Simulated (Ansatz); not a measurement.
Basis-set extrapolation for `CBNBN` (PBE0-D4/def2-TZVP geometry, frozen core, Ansatz). Multiplicity 1, RHF reference.

|  | def2-TZVPP | def2-QZVPP |
| --- | --- | --- |
| HF | -201.007085 | -201.017150 |
| MP2 correlation | -0.802607 | -0.856777 |
| CCSD(T) correlation | -0.880787 | not run |

Energies in hartree. Use E(X) = E(∞) + A·exp(−7.88·√X) for Hartree–Fock and E(X) = E(∞) + B·X^(−2.97) for correlation, with X = 3 and 4, and add CCSD(T) minus MP2 of the smaller set to the MP2 limit.

Q: What is the CCSD(T) energy at the basis-set limit?

A: HF limit: -201.017150 + (-0.010065) × 0.13774 = -201.01854. MP2 limit: -0.856777 + (-0.054170) × 0.74074 = -0.89690. Higher-order term: -0.880787 − (-0.802607) = -0.07818. Total: -201.99362 hartree, 2.88 eV below CCSD(T)/def2-TZVPP.
